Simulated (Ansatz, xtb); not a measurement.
# Relative energy of two structures of ClH6N2Si+

Structure a is a singlet given by its coordinates and structure b is `N[Si@H]([NH3+])Cl`, a singlet. Both are isolated ions in the gas phase, relaxed with B3LYP-D3(BJ)/def2-SVP; the shapes shown needn't be the lowest conformers.

a (Å):

```tsv
atom	x (Å)	y (Å)	z (Å)
Cl	-0.8334	0.8301	0.1593
N	0.8157	-1.3687	1.3287
N	-0.6337	0.4309	3.1127
Si	0.7276	0.6826	1.5763
H	1.2881	-1.8838	2.0826
H	1.3824	-1.5287	0.4846
H	-0.0886	-1.8222	1.1421
H	-0.9567	1.3755	3.3634
H	-0.2520	0.0287	3.9784
H	-1.4829	-0.0910	2.8586
```

Close contacts (Å): Cl1–Si4 2.11, N2–Si4 2.07, N3–Si4 2.07, N2–H5 1.03, N2–H6 1.03, N2–H7 1.03, N3–H8 1.03, N3–H9 1.03, N3–H10 1.03.

b (Å):

```xyz
10

Cl   -1.3358    0.5894    0.2484
N     1.0936   -1.1928    1.1593
N    -0.8215   -0.2115    3.1101
Si    0.2020    0.1859    1.5128
H     2.1044   -1.2199    1.2761
H     0.7557   -1.9434    0.5611
H     0.9951    1.3340    1.9729
H    -1.3915    0.5871    3.4240
H    -0.2147   -0.4832    3.8965
H    -1.4727   -0.9941    2.9545
```

Task: Estimate E(b) − E(a) at the level CCSD(T)/def2-SVP + ΔMP2/def2-TZVPP.

Result: Calculated at CCSD(T)/def2-SVP + ΔMP2/def2-TZVPP: E(b) − E(a) = −22.5 kcal/mol, so structure b lies lower.

The same difference at several levels:

```json
{"level": "GFN2-xTB", "geometry": "GFN2-xTB", "E(b) − E(a) (kcal/mol)": "−34.1", "departure from the last row (kcal/mol)": "−11.6", "job, with rough time for the two": "optimisation, 0.28 s"}
{"level": "HF/STO-3G", "geometry": "GFN2-xTB", "E(b) − E(a) (kcal/mol)": "+2.8", "departure from the last row (kcal/mol)": "+25.3", "job, with rough time for the two": "single point, 0.32 s"}
{"level": "r2SCAN-D4/def2-SVP", "geometry": "GFN2-xTB", "E(b) − E(a) (kcal/mol)": "−18.2", "departure from the last row (kcal/mol)": "+4.3", "job, with rough time for the two": "single point, 3.3 s"}
{"level": "B3LYP-D3(BJ)/def2-SVP", "geometry": "B3LYP-D3(BJ)/def2-SVP", "E(b) − E(a) (kcal/mol)": "−15.7", "departure from the last row (kcal/mol)": "+6.8", "job, with rough time for the two": "optimisation, 46 s"}
{"level": "HF/def2-SVP", "geometry": "B3LYP-D3(BJ)/def2-SVP", "E(b) − E(a) (kcal/mol)": "−24.0", "departure from the last row (kcal/mol)": "−1.5", "job, with rough time for the two": "part of the CCSD(T) run"}
{"level": "MP2/def2-SVP", "geometry": "B3LYP-D3(BJ)/def2-SVP", "E(b) − E(a) (kcal/mol)": "−20.6", "departure from the last row (kcal/mol)": "+1.9", "job, with rough time for the two": "part of the CCSD(T) run"}
{"level": "CCSD(T)/def2-SVP", "geometry": "B3LYP-D3(BJ)/def2-SVP", "E(b) − E(a) (kcal/mol)": "−17.1", "departure from the last row (kcal/mol)": "+5.4", "job, with rough time for the two": "single point"}
{"level": "CCSD(T)/def2-SVP + ΔMP2/def2-TZVPP", "geometry": "B3LYP-D3(BJ)/def2-SVP", "E(b) − E(a) (kcal/mol)": "−22.5", "departure from the last row (kcal/mol)": "", "job, with rough time for the two": "single point, 24 s"}
```

HF/STO-3G puts the two in the other order. The largest departure from CCSD(T)/def2-SVP + ΔMP2/def2-TZVPP is that of HF/STO-3G, 25.3 kcal/mol. The last row adds to CCSD(T) the change of the MP2 difference between the two basis sets, here −5.4 kcal/mol, a large step that makes the value less sure.

With harmonic frequencies from B3LYP-D3(BJ)/def2-SVP (ideal gas, rigid rotor, one conformer each, 298.15 K, 1 atm): on the last row, ΔE + ΔZPE = −24.3, ΔH = −24.6, ΔG = −23.7 kcal/mol.

The correlated steps freeze 12 core orbitals. Mirror images aren't counted in ΔG. Run with Ansatz 0.2.0, xtb 6.7.1; the last row on 1 thread of Intel(R) Xeon(R) 6975P-C (Granite Rapids) on a shared host.
